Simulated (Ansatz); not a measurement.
Sn₂₁H₃₁Br, a nanocrystal cut from the lattice of tin (1 of the caps Br). Charge 0, multiplicity 1. Geometry r2SCAN-D4/def2-SVP, basis def2-TZVP, Ansatz.

| run | HOMO (eV) | LUMO (eV) |
| --- | --- | --- |
| A | -6.08 | -2.80 |
| B | -6.67 | -2.25 |
| C | -5.88 | -2.97 |
| D | -7.36 | -1.48 |

In the def2 sets Sn takes a core potential; there is no spin–orbit coupling. Single mean-field runs in def2-TZVP are fitted with def2-universal-jkfit.

Problem. The runs used BHLYP, PBE, PBE0, r2SCAN. Estimate which is which.

Solution. A r2SCAN (0 % exact exchange); B PBE0 (25 % exact exchange); C PBE (0 % exact exchange); D BHLYP (50 % exact exchange). Exact exchange lowers occupied and raises empty levels; among semilocal functionals meta-GGAs tend to open the gap a little, and such runs are hard to tell apart. The gap grows from 2.91 eV (PBE) to 5.88 eV (BHLYP).
